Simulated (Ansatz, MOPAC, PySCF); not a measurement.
Pair of molecules: N2 (SMILES N#N) (first 2 atoms) with CHN (SMILES C#N); geometry from B3LYP-D3(BJ)/def2-TZVP, rigid monomers moved along the line of their centres of mass till N2···H5 is 2.20 Å.
(charge 0, multiplicity 1):
```
atom    x (Å)    y (Å)    z (Å)
----  -------  -------  -------
N      0.0639   0.3230  -1.0964
N      0.0305   0.1182  -0.0260
C     -0.0698  -0.5028   3.1818
N     -0.1051  -0.7212   4.3067
H     -0.0370  -0.2983   2.1339
```

Counterpoise-corrected where a basis set is named; no monomer relaxation. Rows marked so take none.

Cores are frozen in the correlated methods. CBS: X⁻³ extrapolation of the correlation energy, Hartree–Fock from the larger set. Rows in 3-21G, 6-31G* carry no dispersion term and start afresh at each structure (6-31G* with six Cartesian d functions). MP2/6-31G* freezes PySCF's default core. The state that AM1, PM3, PM7 reach isn't checked; PM7 holds dispersion and hydrogen-bond terms.

Codes used: Ansatz (a program for electronic structure) with Gaussian orbitals; MOPAC for AM1, PM3, PM7 (differences of heats of formation); PySCF for 3-21G rows, 6-31G* rows, the dispersion terms. Each number belongs to the level named beside it.

Other levels give for the interaction energy: PBE/def2-TZVPPD -0.67; B3LYP/def2-TZVPPD -0.27; B3LYP-D3(BJ)/def2-TZVPPD -0.98; wB97M-V/def2-TZVPPD -0.67; CCSD(T)/CBS(aug-cc-pVDZ, aug-cc-pVTZ) -0.81 kcal/mol.

Common cheap choices:

```
level                            interaction energy (kcal/mol)  less -0.81 (CCSD(T)/CBS(aug-cc-pVDZ, aug-cc-pVTZ))
-------------------------------  -----------------------------  --------------------------------------------------
AM1                                                       1.42                                                2.23
PM3                                                       0.18                                                1.00
PM7                                                      -0.52                                                0.29
HF/6-31G* (no counterpoise)                              -0.03                                                0.79
B3LYP/3-21G (no counterpoise)                            -4.77                                               -3.96
B3LYP/6-31G*                                             -0.52                                                0.30
M06-2X/6-31G* (no counterpoise)                          -1.24                                               -0.43
MP2/6-31G*                                               -0.59                                                0.22
```
